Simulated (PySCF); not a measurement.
CuN2, sextet: structure and spectrum

Computed with UPBE0/[Cu def2-TZVP, N def2-TZVP], no relativity, density fitting, PySCF.

The structure is a minimum.

Coordinates in bohr (charge 0 multiplicity 6):
```
Cu    0.0000    0.0000   -1.1277
N     1.3787    0.0000    2.5339
N    -1.3787    0.0000    2.5339
```

```
Point group                                                                   : C2v
Bond lengths                                                                  : Cu–N 2.070 Å (×2), N–N 1.459 Å
Bond angles                                                                   : Cu–N–N 69.4° (×2), N–Cu–N 41.3°
Lowest empty level (β)                                                        : -5.85 eV
Dipole moment                                                                 : 1.16 D
Enthalpy at 298.15 K above 0 K                                                : 12.86 kJ/mol
Principal polarisabilities                                                    : 33.8, 39.8, 60.4 bohr³
Atomisation energy without zero-point energy                                  : 142 kJ/mol
Spin squared ⟨S²⟩                                                             : 8.768
Principal quadrupole moments (Buckingham, traceless) about the centre of mass : -3.36, -0.96, 4.32 D Å
Rotational symmetry number                                                    : 2
Highest occupied level (α)                                                    : -5.93 eV
Entropy at 298.15 K and 1 bar (electronic part: spin only)                    : 289.4 J/(mol K)
Zero-point energy                                                             : 8.9 kJ/mol
Heat capacity Cp at 298.15 K                                                  : 49.5 J/(mol K)
Rotational constants                                                          : 1.131, 0.2317, 0.1923 cm⁻¹
```

Harmonic modes (masses in u: Cu 62.930, N 14.003):
```tsv
symmetry	ω (cm⁻¹)	IR (km/mol)	μ (u)
b2	112	2.3	14.60
a1	336	28.1	18.41
a1	1046	32.4	14.00
```

In C2v the vibrations span b2 + 2a1. Here b1 is antisymmetric to the molecular plane and b2 lies in it.

Charges (e):
| atom | Mulliken | Löwdin | polar tensor | spin (Mulliken) | Mayer order to Cu1 |
| --- | --- | --- | --- | --- | --- |
| Cu1 | 0.19 | 0.18 | 0.36 | 1.76 | – |
| N2,3 | -0.09 | -0.09 | -0.18 | 1.62 | 0.50 |
Other Mayer orders above 0.3: N–N 0.92.

Mulliken populations on Cu1: s 7.21, p 12.31, d 9.30, f 0.00.

Outer orbital energies (eV). α occupied: -12.45, -12.20, -12.02, -11.90, -10.96, -7.47, -7.12, -5.93; empty: 0.67, 1.20, 1.97, 2.38. β occupied: -24.50, -15.43, -12.11, -11.85, -11.44, -11.37, -10.23, -9.61; empty: -5.85, -5.27, -2.36, -1.68.

Only a few start shapes were tried, so a lower isomer may exist. Other spin states or occupations of the open shell can lie lower. At this level a quartet minimum of C2v symmetry lies 394 kJ/mol below this structure.

The final relaxation and frequency run took 22 s on 4 threads of a shared Arm Neoverse V2 host, with 107 basis functions and 8 gradients; the process peaked at 0.91 GiB.
